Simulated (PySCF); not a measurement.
Species: dimethylphenyl phosphine oxide, C8H11OP.
Atom-mapped SMILES: `[CH3:1][P:2]([CH3:3])(=[O:4])[c:5]1[cH:6][cH:7][cH:8][cH:9][cH:10]1` (hydrogens: H11, H12, H13 on C1; H14, H15, H16 on C3; H17 on C6; H18 on C7; H19 on C8; H20 on C9; H21 on C10)

Torsions of this conformer, `[CH3:1][P:2]([CH3:3])(=[O:4])[c:5]1[cH:6][cH:7][cH:8][cH:9][cH:10]1`: C1–P2–C5–C6 -126°.

The closed-shell ground state was solved at several levels (PySCF, density fitting, gas phase, non-relativistic). One conformer (not necessarily the lowest) at the PBE0-D3(BJ)/def2-SVP geometry, without solvent, vibrations or thermal averaging.

```json
{"level": "B97-2/pcSseg-1", "basis functions": "232", "HOMO (eV)": "-7.17", "LUMO (eV)": "-0.90", "gap (eV)": "6.27", "dipole (D)": "4.16"}
{"level": "PBE0/pcSseg-1", "basis functions": "232", "HOMO (eV)": "-7.45", "LUMO (eV)": "-0.87", "gap (eV)": "6.58", "dipole (D)": "4.17"}
```

Problem. What might B3LYP/def2-SVPD (295 basis functions) give for the same quantities?

Solution. HOMO -7.26 eV, LUMO -1.09 eV, gap 6.17 eV, dipole 4.35 D.

Problem. Over all these levels, which gives the widest orbital gap and which the narrowest?

Solution. PBE0/pcSseg-1 (global hybrid, 25 % exact exchange) has the widest, 6.58 eV, and B3LYP/def2-SVPD (global hybrid, 20 % exact exchange) the narrowest, 6.17 eV. Functional and basis both differ between the two, so the spread mixes both effects.

Problem. How far do the dipole and the HOMO energy spread over the levels?

Solution. The dipole runs from 4.16 to 4.35 D (mean 4.23 D) and the HOMO from -7.45 to -7.17 eV.
